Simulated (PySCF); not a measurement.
PySCF run on Sr²⁺

File input.py (PySCF 2.14):

```python
from pyscf import gto, scf

mol = gto.M(
    atom='Sr 0 0 0',
    basis='cc-pvtz-dk',
    charge=2,
    spin=0,
    verbose=4,
)
mf = scf.RHF(mol)
mf = mf.sfx2c1e()
mf.kernel()
mf.analyze()
print('orbital energies (hartree):', mf.mo_energy[..., max(0, mol.nelec[1]-3):mol.nelec[0]+3].round(4))
```

```bash
$ OMP_NUM_THREADS=1 python input.py
```

The log (some set-up lines removed):

```
PySCF version 2.14.0

[INPUT] verbose = 4
[INPUT] num. atoms = 1
[INPUT] num. electrons = 36
[INPUT] charge = 2
[INPUT] spin (= nelec alpha-beta = 2S) = 0
[INPUT] symmetry False subgroup None
[INPUT] Mole.unit = angstrom
[INPUT] Symbol           X                Y                Z      unit          X                Y                Z       unit  Magmom
[INPUT]  1 Sr     0.000000000000   0.000000000000   0.000000000000 AA    0.000000000000   0.000000000000   0.000000000000 Bohr   0.0

nuclear repulsion = 0
number of shells = 10
number of NR pGTOs = 188
number of NR cGTOs = 52
basis = cc-pvtz-dk
ecp = {}

******** <class 'pyscf.x2c.sfx2c1e.sfX2C1eRHF'> ********
method = sfX2C1eRHF
initial guess = minao
damping factor = 0
level_shift factor = 0
DIIS = <class 'pyscf.scf.diis.CDIIS'>
diis_start_cycle = 1
diis_space = 8
diis_damp = 0
SCF conv_tol = 1e-09
SCF conv_tol_grad = None
SCF max_cycles = 50
direct_scf = True
direct_scf_tol = 1e-13

******** <class 'pyscf.x2c.sfx2c1e.SpinFreeX2CHelper'> ********
approx = 1e
xuncontract = 1
Set gradient conv threshold to 3.16228e-05
Initial guess from minao.
init E= -3177.27588392369
  HOMO = -1.08705490229806  LUMO = -0.179005925189593  gap/eV = 24.70927
cycle= 1 E= -3176.717382156  delta_E= 0.559  |g|= 0.0774  |ddm|= 2.49
  HOMO = -1.59446742611161  LUMO = -0.385484629423535  gap/eV = 32.89810
cycle= 2 E= -3176.71955710389  delta_E= -0.00217  |g|= 0.0116  |ddm|= 0.169
  HOMO = -1.58232858436503  LUMO = -0.382911536053103  gap/eV = 32.63780
cycle= 3 E= -3176.71958505748  delta_E= -2.8e-05  |g|= 0.00116  |ddm|= 0.0413
  HOMO = -1.58214592085137  LUMO = -0.382770076821371  gap/eV = 32.63668
cycle= 4 E= -3176.71958555579  delta_E= -4.98e-07  |g|= 6.65e-05  |ddm|= 0.00496
  HOMO = -1.58218088329228  LUMO = -0.382771089282711  gap/eV = 32.63760
cycle= 5 E= -3176.71958555694  delta_E= -1.15e-09  |g|= 3e-06  |ddm|= 0.000345
  HOMO = -1.58218165854751  LUMO = -0.382771039322654  gap/eV = 32.63763
cycle= 6 E= -3176.71958555694  delta_E= -9.09e-13  |g|= 1.27e-07  |ddm|= 1.21e-05
  HOMO = -1.58218166931182  LUMO = -0.38277104102598  gap/eV = 32.63763
Extra cycle  E= -3176.71958555694  delta_E= -2.73e-12  |g|= 1.81e-08  |ddm|= 4.32e-07
converged SCF energy = -3176.71958555694
**** SCF Summaries ****
Total Energy =                       -3176.719585556943457
Nuclear Repulsion Energy =               0.000000000000000
One-electron Energy =                -4377.961415231275168
Two-electron Energy =                 1201.241829674331711
Two-electron Coulomb Energy =         1305.017988017111065
DFT Exchange-Correlation Energy =     -103.776158342779354
HOMO-LUMO gap [eV] =                    32.637625602776730
**** MO energy ****
[7 lines left out]
MO #8   energy= -11.3021052627293  occ= 2
MO #9   energy= -11.3021052626907  occ= 2
MO #10  energy= -6.0857694230039   occ= 2
MO #11  energy= -6.08576942296389  occ= 2
MO #12  energy= -6.08576942295638  occ= 2
MO #13  energy= -6.08576942294825  occ= 2
MO #14  energy= -6.08576942282136  occ= 2
MO #15  energy= -2.4341345996457   occ= 2
MO #16  energy= -1.58218166937973  occ= 2
MO #17  energy= -1.58218166935787  occ= 2
MO #18  energy= -1.58218166931182  occ= 2
MO #19  energy= -0.38277104102598  occ= 0
MO #20  energy= -0.306726946658262 occ= 0
MO #21  energy= -0.306726946640969 occ= 0
[31 lines left out]
 ** Mulliken pop on meta-lowdin orthogonal AOs  **
 ** Mulliken pop  **
pop of  0 Sr 1s           2.00000
pop of  0 Sr 2s           2.00000
pop of  0 Sr 3s           1.99999
pop of  0 Sr 4s           1.99998
pop of  0 Sr 5s           0.00002
pop of  0 Sr 6s           0.00001
pop of  0 Sr 7s           0.00000
pop of  0 Sr 2px          2.00000
pop of  0 Sr 2py          2.00000
pop of  0 Sr 2pz          2.00000
pop of  0 Sr 3px          2.00000
pop of  0 Sr 3py          2.00000
[40 lines left out]
 ** Mulliken atomic charges  **
charge of    0Sr =      2.00000
Dipole moment(X, Y, Z, Debye): -0.00000,  0.00000, -0.00000
orbital energies (hartree): [-1.5822 -1.5822 -1.5822 -0.3828 -0.3067 -0.3067]
```

In short: E(SCF) = -3176.719586 Eh, 6 cycles.

It ran on Arm Neoverse V1 (1 thread, shared host) in 4 s.
